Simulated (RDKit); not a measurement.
Input for RDKit: UFF on C2H6OSi (a complex).

```python
from rdkit import Chem
from rdkit.Chem import AllChem, rdDetermineBonds

blocks = [
'''7

C    -1.51545864    1.37846351    0.75122853
C    -0.56332081    0.70776336    0.43583967
Si    0.87950428   -0.31372284   -0.05537086
H    -2.35654803    1.97344578    1.01763644
H     0.53573615   -1.74234411    0.06396102
H     1.20314508    0.01137719   -1.46203965
H     2.02923032    0.02806532    0.80506116
''',
'''3

O    -0.05164859   -0.78769725    3.15028251
H     0.53352863   -0.14097364    3.55819322
H    -0.66421569   -0.26450620    2.61763781
''',
]
mol = None
for b in blocks:
    f = Chem.MolFromXYZBlock(b)
    rdDetermineBonds.DetermineBonds(f, charge=0)
    mol = f if mol is None else Chem.CombineMols(mol, f)
Chem.SanitizeMol(mol)
print(Chem.MolToSmiles(Chem.RemoveHs(mol)))
ff = AllChem.UFFGetMoleculeForceField(mol, vdwThresh=100.0, ignoreInterfragInteractions=False)
e = ff.CalcEnergy()
print(f'UFF energy {e:.6f} kcal/mol')
```

Program output:

```
C#C[SiH3].O
UFF energy 3.642673 kcal/mol
```

The run finished.

Cost: about 0.010 core-seconds (a rough figure).
